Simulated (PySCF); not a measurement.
Problem. What does the PBE0-D3(BJ)/def2-SVP structure of `F[BH][BiH2]` look like in three dimensions?

Solution. 
```
atom  x, y, z in Å
F1    -1.6884    1.0872    0.1467
B2    -1.0381   -0.0298   -0.0966
Bi3    1.1183    0.0485   -1.0389
H4    -1.6175   -1.0720    0.1297
H5     1.5828    1.3519    0.1034
H6     1.6346   -1.2115    0.1291
```

Orientation and origin are arbitrary. Atoms count from 1 in this order. B2 (three-coordinate boron) is planar (angles 122.7°, 119.9° and 117.3°, sum 359.9°, 0.02 Å off the plane of its three neighbours). Bi3 (bismuth bonded to B and 2 H) is pyramidal (angles 91.2°, 90.4° and 88.8°, sum 270.4°, 1.11 Å off the plane of its three neighbours).

Bonds between heavy atoms (Å): F1–B2 1.315, B2–Bi3 2.355.

Computed with PBE0-D3(BJ)/def2-SVP geometry optimisation, gas phase, def2 core potentials past Kr (PySCF).

Not checked by PBE0-D3(BJ)/def2-SVP frequencies. One conformer, not necessarily the lowest (F1–B2–Bi3–H 45° and 136°).

Hardware: Arm Neoverse V2, one thread, shared host with 96 logical CPUs at a one-minute load of 40. Cost: 23 s, 0.31 GiB resident at most. This is the geometry optimisation.
